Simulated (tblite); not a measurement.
C₅H₁₄FPSi₂.
Numbering: `[F:1][Si@@:2]1([PH2:3])[CH2:4][CH2:5][CH2:6][C@@H:7]1[CH2:8][SiH3:9]` (hydrogens: H10, H11 on P3; H12, H13 on C4; H14, H15 on C5; H16, H17 on C6; H18 on C7; H19, H20 on C8; H21, H22, H23 on Si9)

The geometry is computed with GFN2-xTB (gas phase).

**Question.** Give the optimised bond lengths and angles.

**Answer.** 
```
                     bond  length (Å)   order
                   F1–Si2       1.638  single
                   Si2–P3       2.244  single
                   Si2–C4       1.905  single
                    C4–C5       1.531  single
                    C5–C6       1.526  single
                    C6–C7       1.534  single
                    C7–C8       1.526  single
                   C8–Si9       1.901  single
                   Si2–C7       1.909  single
           P3–H10, P3–H11       1.384  single
                   C4–H12       1.090  single
                   C4–H13       1.088  single
                   C5–H14       1.091  single
                   C5–H15       1.092  single
                   C6–H16       1.093  single
                   C6–H17       1.092  single
                   C7–H18       1.095  single
                   C8–H19       1.095  single
                   C8–H20       1.094  single
Si9–H21, Si9–H22, Si9–H23       1.465  single
```

Bonds in one row agree within 0.01 Å and their mean is given. Orders are formal, as drawn. A selection of angles:
```
    angle  degrees
F1–Si2–P3    112.4
F1–Si2–C4    109.1
F1–Si2–C7    109.8
P3–Si2–C4    115.2
P3–Si2–C7    114.1
C4–Si2–C7     95.0
Si2–C4–C5    103.5
 C4–C5–C6    108.3
 C5–C6–C7    108.5
 C6–C7–C8    112.4
Si2–C7–C6    102.0
Si2–C7–C8    116.1
C7–C8–Si9    113.5
```

Dihedral angles: F1–Si2–C4–C5 102° (anticlinal); Si2–C4–C5–C6 36° (synclinal); C4–C5–C6–C7 -53° (synclinal); C5–C6–C7–C8 166° (antiperiplanar); C6–C7–C8–Si9 167° (antiperiplanar); F1–Si2–C7–C6 -129° (anticlinal).

Of the pairs four or more bonds apart, P3···H19 is among the closest relative to their van der Waals radii: 3.02 Å, 101 % of the sum of Bondi's values. P3 (three-coordinate phosphorus) is pyramidal (angles 93.9°, 93.8° and 92.4°, sum 280.1°, 0.85 Å off the plane of its three neighbours). Si2 (fluorine-bound silicon) has angles from 95.0° to 115.2°. The 5-membered ring Si2–C4–C5–C6–C7 has internal angles of 95.0° to 108.5° (sum 517°, against 540° for a flat polygon); it is puckered, 0.20 Å rms from its mean plane, widest ring torsion 53°. Si9 (SiH3 silicon) is tetrahedral (angles from 108.8° to 110.2°).

Point group: C1 (no symmetry element, even within 0.4 Å). Its lowest GFN2-xTB frequency is 14 cm⁻¹, too small to tell a flat minimum from a shallow saddle. The numbers are those of one conformer (F1–Si2–P3–H 60° and -33°, C6–C7–C8–Si9 167°, F1–Si2–C4–C5 102°, Si2–C4–C5–C6 36°, C4–C5–C6–C7 -53°, C5–C6–C7–C8 166°). 3 starts were optimised and ended at 0.00, 0.11 and 1.20 kcal/mol (GFN2-xTB); the lowest of these is shown.
